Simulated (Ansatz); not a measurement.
Molecule: selenium dioxide, SeO2, charge 0, multiplicity 1. 
Geometry from a B3LYP-D3(BJ)/def2-TZVP (Ansatz, an electronic-structure program) optimisation:
SMILES: O=[Se]=O
```xyz
3

O     -1.3669     0.5583    -0.0329
Se     0.0083    -0.2816     0.0062
O      1.3317     0.6385     0.0066
```
Charge 0, spin multiplicity 1.

Basis-set convergence of Hartree-Fock and CCSD(T) correlation energies (hartree) with Ansatz. Cores are frozen in the correlated levels unless marked. Spin-orbit coupling is left out. The frozen core is the preceding noble-gas configuration, with the filled d and f shells of earlier blocks. Non-relativistic.

The Hartree-Fock reference is unstable (checked in the largest basis), which strains HF and MP2. The T1 diagnostic of CCSD in the largest basis is 0.027, which is high, so the coupled-cluster rows are less sure than usual.

| basis | functions | E(HF) | E(corr, CCSD(T)) | rough core time |
|---|---|---|---|---|
| aug-cc-pVDZ | 82 | -2549.44352 | -0.58421 | under 20 s |
| aug-cc-pVTZ | 151 | [?] | [?] | 25 s |

Task: What belongs in the gaps?

Result: 
- aug-cc-pVTZ, E(HF): -2549.56883
- aug-cc-pVTZ, E(corr, CCSD(T)): -0.70266
